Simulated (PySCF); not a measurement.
Te(H)(SiH3) (H₄SiTe), SMILES [TeH][SiH3]. Atoms are numbered in the order given.

```xyz
6

Te     0.0312    -0.6303     0.0000
H     -1.6301    -0.7065     0.0000
Si    -0.0041     1.8836     0.0000
H     -0.6773     2.4116     1.2065
H     -0.6773     2.4116    -1.2065
H      1.4194     2.2857     0.0000
```

Geometry: B3LYP-D3(BJ)/def2-TZVP. The def2 effective core potentials stand for the cores of Te; spin–orbit coupling is left out.

Method: ωB97X/def2-TZVPD run with PySCF.

Mulliken values depend strongly on the basis, most of all with diffuse functions as here. ESP charges are fitted to the potential on shells at 1.4 to 2.0 van der Waals radii. Atomic charges (e):

```csv
atom,Mulliken,ESP fit
Te1,0.03,___
H2,0.02,___
Si3,0.18,___
H4,-0.08,___
H5,-0.08,___
H6,-0.08,___
```

**Question.** Some entries are withheld; supply them. (An estimate is asked for; the answer gives what the named calculation found.)

**Answer.** 
- Te1, ESP fit: -0.13
- H2, ESP fit: 0.08
- Si3, ESP fit: -0.03
- H4, ESP fit: 0.00
- H5, ESP fit: 0.00
- H6, ESP fit: 0.06
